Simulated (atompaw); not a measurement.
# Reading a pseudo-wave (As)

Columns: radius, all-electron u(r) and pseudo u(r) of the 4p shell (level -22.95 eV) of arsenic in the configuration [Ar] 3d10 4s2 4p1; LDA (PW92), scalar-relativistic, PAW (atompaw) scheme, atompaw 4.2.0.5.

```tsv
r (bohr)	all-electron	pseudo
0.077	0.1895	0.0048
0.154	0.1541	0.0189
0.231	-0.0402	0.0419
0.308	-0.2207	0.0732
0.385	-0.3225	0.1117
0.462	-0.3431	0.1563
0.538	-0.3026	0.2050
0.615	-0.2218	0.2577
0.692	-0.1186	0.3125
0.769	-0.0062	0.3678
0.846	0.1069	0.4224
0.923	0.2150	0.4749
1.000	0.3147	0.5245
1.077	0.4044	0.5702
1.154	0.4831	0.6113
1.231	0.5505	0.6474
1.308	0.6071	0.6783
1.385	0.6533	0.7039
1.462	0.6899	0.7243
1.538	0.7173	0.7395
1.615	0.7371	0.7503
1.692	0.7497	0.7566
1.769	0.7559	0.7589
1.846	0.7564	0.7573
1.923	0.7520	0.7521
2.000	0.7433	0.7433
```

**Question.** How many radial nodes do the two functions have?

**Answer.** The all-electron 4p function has n − l − 1 = 2; the pseudo-wave has 0, since the states of the same l below it are removed with the core.

**Question.** Where does each function peak?

**Answer.** Outermost all-electron maximum near 1.85 bohr, pseudo maximum near 1.77 bohr (to the table’s step).

**Question.** Is the pseudo-wave norm-conserving?

**Answer.** No, it belongs to a PAW set: the norm inside the radius is not constrained, and the difference is carried by the augmentation charge.
